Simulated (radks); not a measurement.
Values are calculated unless marked as measured or tabulated.
Task: Isoelectronic series with 4 electrons, each ion in its NIST ground configuration. Code: a radial shooting solver on a logarithmic mesh with Libxc functionals. Model: scalar-relativistic Kohn-Sham, PBE, spin-polarised, spherical densities, point nucleus. Total energies (hartree) and mean radii <r> (bohr):

| ion | configuration | E (hartree) | 2s | 1s |
|---|---|---|---|---|
| Be | [He] 2s2 | -14.63287 | 2.603 | 0.4208 |
| Si10+ | [He] 2s2 | -224.41988 | 0.4794 | 0.1105 |
| K15+ | [He] 2s2 | -424.27269 | 0.3411 | 0.08044 |
| Cr20+ | [He] 2s2 | -688.49605 | 0.2642 | 0.06311 |
| Cu25+ | [He] 2s2 | -1018.26531 | 0.2151 | 0.05181 |
| Se30+ | [He] 2s2 | -1415.08435 | 0.1810 | 0.04383 |
| Ru40+ | [He] 2s2 | -2417.74898 | 0.1364 | 0.03327 |
| In45+ | [He] 2s2 | -3028.61392 | 0.1209 | 0.02957 |
| Xe50+ | [He] 2s2 | -3716.70255 | 0.1083 | 0.02654 |

Estimate the row of F5+ ([He] 2s2).

Result: E (hartree) -88.06539; 2s 0.8044; 1s 0.1754.
